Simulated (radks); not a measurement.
Task: The mean radii <r> (bohr) of the occupied orbitals of an atom or ion are listed with their occupations. All-electron calculation, scalar-relativistic Kohn-Sham, PBE, spin-unpolarised, spherical densities, finite nucleus; Fermi nuclear charge, rms radius of each element as measured or else 0.836 A^(1/3) + 0.57 fm. Program: a radial shooting solver on a logarithmic mesh with Libxc functionals.

| orbital | occ. | <r> |
|---|---|---|
| 1s | 2 | 0.02558 |
| 2s | 2 | 0.1098 |
| 2p | 6 | 0.09619 |
| 3s | 2 | 0.2920 |
| 3p | 6 | 0.2899 |
| 3d | 10 | 0.2666 |
| 4s | 2 | 0.6739 |
| 4p | 6 | 0.7155 |
| 4d | 10 | 0.8004 |
| 5s | 2 | 1.639 |
| 5p | 6 | 1.920 |
| 6s | 2 | 4.790 |

Name the element and its charge.

Result: Z = 56, barium, charge 0: Ba in [Xe] 6s2. The 1s radius gives Z: for a bare nucleus <r> = (2 gamma + 1)/(2Z) with gamma = sqrt(1 - (Z/c)^2), 0.02523 bohr for Z = 56, and screening makes it slightly larger (0.02558 here). The occupations add up to 56, and the charge is Z minus that.
